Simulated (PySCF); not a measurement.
C₄H₉NSi₂.
Numbering: `[SiH3:1][SiH2:2][n:3]1[cH:4][cH:5][cH:6][cH:7]1`

Geometry (PBE0-D3(BJ)/def2-SVP, Å), atoms numbered from 1 in this order:
```xyz
16
C4H9NSi2 angstrom
Si     3.2370    0.0046    0.6646
Si     1.6612   -0.1711   -1.0628
N      0.0388    0.0515   -0.3723
C     -1.0501   -0.7745   -0.5623
C     -2.1206   -0.2676    0.1356
C     -1.6748    0.9197    0.7829
C     -0.3500    1.0859    0.4549
H      2.9553   -1.0259    1.7084
H      3.1592    1.3645    1.2809
H      4.6153   -0.1994    0.1211
H      1.9193    0.8506   -2.1231
H      1.6565   -1.5276   -1.6816
H     -0.9717   -1.6652   -1.1831
H     -3.1171   -0.7033    0.1799
H     -2.2612    1.5777    1.4217
H      0.3511    1.8684    0.7423
```

NICS = −σ at a ghost point: NICS(0) at the centroid of the ring atoms, NICS(1) 1 Å to either side along the normal of their mean plane, zz for the tensor component along that normal. Level: GIAO PBE0/pcSseg-1 (PySCF, non-relativistic, gas phase) on the PBE0-D3(BJ)/def2-SVP geometry, one conformer.

Ring bond lengths (Å), with Mayer bond orders in brackets: N3–C4 1.380 (1.11), C4–C5 1.375 (1.54), C5–C6 1.424 (1.33), C6–C7 1.375 (1.55), C7–N3 1.380 (1.11).

Question: Give the NICS values of each ring in ppm.

Answer: 
```csv
ring,type,NICS(0),"NICS(1), two faces","NICS(1)zz, two faces",rms pucker (Å),"centre to ring atoms, mean (Å)"
N3–C4–C5–C6–C7,5-membered ring with N; formal bonds all aromatic,-13.3,-11.3 / -11.1,-29.6 / -29.5,0.00,1.18
```

Question: What can be read from them?

Answer: 
- N3–C4–C5–C6–C7: mean NICS(1)zz -29.5 ppm, shielded. For a flat ring without four-coordinate atoms the NICS criterion counts such a value as aromatic.

Question: What does the geometric index give? HOMA = 1 − mean of α(R − Ropt)² over the ring bonds, with Krygowski's 1993 parameters (CC: Ropt 1.388 Å, α 257.7 Å⁻²; CN: Ropt 1.334 Å, α 93.52 Å⁻²).

Answer: 
- N3–C4–C5–C6–C7: HOMA 0.84; the largest term is that of C5–C6, α(R − Ropt)² = 0.33. The geometric and the magnetic index point the same way.

Question: How shielded are the nuclei of the rings and their hydrogens (means over atoms taken as equivalent)?

Answer: 
```json
{"atoms": "N3", "environment": "pyrrole-type nitrogen", "σ isotropic (ppm)": "99.8"}
{"atoms": "C4 (×2)", "environment": "aromatic CH next to a ring nitrogen", "σ isotropic (ppm)": "55.5"}
{"atoms": "C5 (×2)", "environment": "aromatic CH carbon", "σ isotropic (ppm)": "65.8"}
{"atoms": "H13 (×2)", "environment": "aromatic hydrogen", "σ isotropic (ppm)": "24.58"}
{"atoms": "H14 (×2)", "environment": "aromatic hydrogen", "σ isotropic (ppm)": "24.75"}
```

Question: How do the values depend on the level or the medium?

Answer: 
```
                level  NICS(0), N3–C4–C5–C6–C7  mean NICS(1)zz, N3–C4–C5–C6–C7
   PBE0/pcSseg-1, gas                    -13.3                           -29.5
wB97X-D/pcSseg-1, gas                    -13.0                           -29.4
```

The geometry is the same throughout.
